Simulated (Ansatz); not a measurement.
System: WBr (charge 0, sextet). The spin state was set by rule; other spins were not relaxed. SMILES: [Br][W]
Geometry from a B3LYP-D3(BJ)/def2-TZVP (Ansatz, a program for electronic structure) optimisation:
```xyz
2

W      0.0000     0.0000    -0.7855
Br     0.0000     0.0000     1.6608
```
Charge 0, spin multiplicity 6.

**Question.** Give the harmonic wavenumbers at B3LYP-D3(BJ)/def2-TZVP (Ansatz, finite differences of forces, unscaled).

**Answer.** 249 cm⁻¹. Zero-point energy 0.4 kcal/mol.

**Question.** From these and the geometry, give the ideal-gas thermochemistry at 298.15 K and 1 atm (rigid rotor, harmonic oscillator).

**Answer.** Point group C∞v, rotational symmetry number 1. Rotational constants 1.516, 1.516 GHz. S(trans) 42.61, S(rot) 18.52, S(vib) 1.74, S(elec, spin only) 3.56, S 66.4 cal/(mol K). H(298) - H(0) 2.38 kcal/mol; G - E(el) -17.1 kcal/mol.
